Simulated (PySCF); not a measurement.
**Löwdin shares of the frontier orbitals**

Species: C5H7F3Se.
Cartesian coordinates in Å at the PBE0-D3(BJ)/def2-SVP level; atoms count from 1:
```
atom  x, y, z in Å
C1    -1.889   -0.504   -0.141
C2    -1.081    0.589    0.559
C3     0.226    0.108    1.113
Se4    0.599    0.192    2.836
C5     1.220   -0.506    0.162
C6     1.606    0.355   -1.022
F7     1.968    1.581   -0.643
F8     2.634   -0.193   -1.672
F9     0.608    0.492   -1.908
H10   -2.862   -0.104   -0.460
H11   -2.078   -1.349    0.538
H12   -1.380   -0.882   -1.039
H13   -1.663    1.028    1.380
H14   -0.873    1.400   -0.162
H15    2.145   -0.750    0.699
H16    0.814   -1.446   -0.250
```

The calculation used TDDFT wB97X-D/def2-SVPD, vertical, gas phase, core orbitals frozen in the response (PySCF 2.14.0, density-fitted response routines). Relativistic effects, spin–orbit coupling among them, are left out although an element past zinc is present.

Kohn–Sham orbitals with the atoms that hold most of them (Löwdin shares over 4%, at most four atoms; ? is withheld):

```json
{"orbital": "HOMO-3", "ε (eV)": "-12.22", "atoms": "C2 21%, C1 20%, C3 11%, H13 10%"}
{"orbital": "HOMO-2", "ε (eV)": "-11.67", "atoms": "Se4 30%, C3 17%, C2 15%, C1 9%"}
{"orbital": "HOMO-1", "ε (eV)": "-9.85", "atoms": "Se4 49%, C3 31%, C2 6%, C5 5%"}
{"orbital": "HOMO", "ε (eV)": "?", "atoms": "?"}
{"orbital": "LUMO", "ε (eV)": "-0.95", "atoms": "?"}
{"orbital": "LUMO+1", "ε (eV)": "1.95", "atoms": "Se4 30%, C1 12%, C5 8%, H16 6%"}
{"orbital": "LUMO+2", "ε (eV)": "2.04", "atoms": "Se4 91%, C3 5%"}
```

(1) Give the leading atoms of the LUMO.

(2) Which atoms hold the HOMO, and with what shares?

(3) What is the HOMO energy, and the HOMO–LUMO gap?

## Answers

(1) Se4 (bonded to C) 43%; C3 (bonded to 2 C and Se) 38%; C5 (bonded to 2 C and 2 H) 5%; C2 (bonded to 2 C and 2 H) 4%. By element: carbon 47% or more, selenium 43%.

(2) Se4 (bonded to C) 78%; C3 (bonded to 2 C and Se) 11%.

(3) ε(HOMO) = -8.28 eV; the gap is 7.33 eV (0.2693 hartree).

**Question.** The HOMO–LUMO gap is 7.33 eV. Where does the response calculation put the lowest singlet, and from which orbitals?

**Answer.** S1 is at 2.11 eV (f = 0.0000), 5.22 eV below the gap, made of HOMO→LUMO (99%). 

**Question.** Give energy, strength and leading configuration of S1, S2 and S3, and follow the Löwdin shares of the leading atoms from the occupied to the empty orbital.

**Answer.** 
- S1 (2.11 eV, f 0.0000), HOMO→LUMO (99%): Se4 78% → 43%, C3 11% → 38%
- S2 (5.09 eV, f 0.292), HOMO-1→LUMO (95%): Se4 49% → 43%, C3 31% → 38%
- S3 (5.63 eV, f 0.0004), HOMO-2→LUMO (92%): Se4 30% → 43%, C3 17% → 38%

Löwdin shares depend on the basis, the more so with diffuse functions.

One conformer stands for the species.
